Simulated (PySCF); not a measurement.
## Worked example: chemical shift, span and skew from a shielding tensor

3-bromobuta-1,2-diene (C4H5Br), SMILES C(=C(C)Br)=C. Atoms are numbered in the order given.

```xyz
10

C     -0.9564    -2.7271     0.0000
C     -0.2235    -1.6415     0.0000
C      0.5188    -0.5657     0.0000
C      2.0170    -0.4975     0.0000
Br    -0.3652     1.1548     0.0000
H     -1.2781    -3.1999    -0.9357
H     -1.2781    -3.1999     0.9357
H      2.3805     0.0428    -0.8887
H      2.3805     0.0428     0.8887
H      2.4426    -1.5116     0.0000
```

Geometry optimised at B3LYP-D3(BJ)/def2-SVP.

GIAO shieldings from PySCF with PBE/pcSseg-1, non-relativistic, no solvent. The symmetric part of the tensor of C4 has the principal values 132.7, 143.0, 178.4 ppm. The same nucleus in TMS has σ = 182.0 ppm at this level (PySCF, at its B3LYP-D3(BJ)/def2-TZVP geometry). Without spin–orbit terms, shifts of atoms bonded to Cl or Br come out too high.

Work out the isotropic shielding, the ¹³C shift against TMS, the span and the skew.


σ(iso) = (σ11 + σ22 + σ33)/3 = 151.4 ppm. δ = σ(ref) − σ(iso) = 182.0 − (151.4) = 30.6 ppm.
Span Ω = σ33 − σ11 = 45.7 ppm. Skew κ = 3(σ(iso) − σ22)/Ω = 0.55. Tumbling in solution averages the tensor to δ; in a static solid the shielding alone would spread this spin-1/2 line over Ω.
